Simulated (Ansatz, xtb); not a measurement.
# Relaxing a trial structure of C6H6BN

The starting geometry of this gas-phase singlet was built from a drawn formula by distance geometry and a force field; its bonds are those of `BC1(C#N)C=CC=C1`.

```csv
atom,x (Å),y (Å),z (Å)
C,-0.1519,0.5870,-1.8089
C,0.1498,1.3462,-3.0953
C,0.9372,-0.3884,-1.5576
C,1.5658,-0.1084,-0.4632
C,0.9505,1.0980,0.1437
C,-0.0311,1.5390,-0.6590
B,-1.5827,-0.0792,-1.8664
N,0.3223,1.8906,-4.0990
H,-2.5008,0.5183,-2.2817
H,-1.8135,-0.9214,-1.0538
H,1.1518,-1.2545,-2.2017
H,2.3666,-0.6505,-0.0383
H,1.2573,1.5615,1.0819
H,-0.6303,2.4201,-0.4659
```

Question: Where would you expect an optimisation with r2SCAN-D4/def2-SVP to take it?

Answer: A new bond forms, giving a structure given below by its coordinates. Distances that change by over a tenth: C1–B7 (1.58 → 1.95 Å). Contacts that close: C6–B7 (2.55 → 1.63 Å).

The energy falls by 1.06 eV over 18 steps:

| step | E − E(last) (eV) |
| --- | --- |
| 1 | 1.056 |
| 3 | 0.516 |
| 5 | 0.294 |
| 7 | 0.153 |
| 9 | 0.057 |
| 10 | 0.035 |
| 12 | 0.003 |
| 14 | 0.000 |
| 16 | 0.000 |
| 18 | 0.000 |

Final geometry (Å):

```xyz
14

C     0.3195    0.7839   -2.1074
C     0.0132    1.2145   -3.4262
C     1.2465   -0.2179   -1.7507
C     1.4281   -0.2097   -0.3492
C     0.6191    0.7768    0.1970
C    -0.1438    1.4236   -0.8525
B    -1.3723    0.4096   -1.2054
N    -0.2240    1.5759   -4.5100
H    -2.3420    0.8897   -1.7354
H    -1.3373   -0.7223   -0.8083
H     1.7180   -0.9012   -2.4596
H     2.0397   -0.9196    0.2091
H     0.4839    0.9844    1.2605
H    -0.4577    2.4709   -0.8271
```

From the same start GFN2-xTB reaches the same bonding as this run.

The end wasn't checked by frequencies. Run with Ansatz 0.2.0, 50 s on 2 threads of Intel(R) Xeon(R) 6975P-C (Granite Rapids) (shared host).
